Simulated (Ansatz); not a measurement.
C2H6S2Si, SMILES `C[SiH2]C(=S)S`, charge 0, multiplicity 1.

(1) Give a relaxed structure at PBE0-D4/def2-TZVP (Ansatz). (Estimate.)

Answers

(1) The calculation gave: 
Z-matrix (Å, degrees):
```
C
Si 1 1.860
H 1 1.091 2 109.8
H 1 1.092 2 110.7 3 -119.8
H 1 1.093 2 110.5 3 120.0
C 2 1.902 1 109.5 3 56.1
H 2 1.485 1 112.2 3 -61.6
H 2 1.490 1 111.5 3 176.1
S 6 1.719 2 115.2 1 129.6
S 6 1.627 2 118.6 1 -50.9
H 9 1.350 6 97.4 2 178.5
```
This is one stationary point; other conformers may exist.
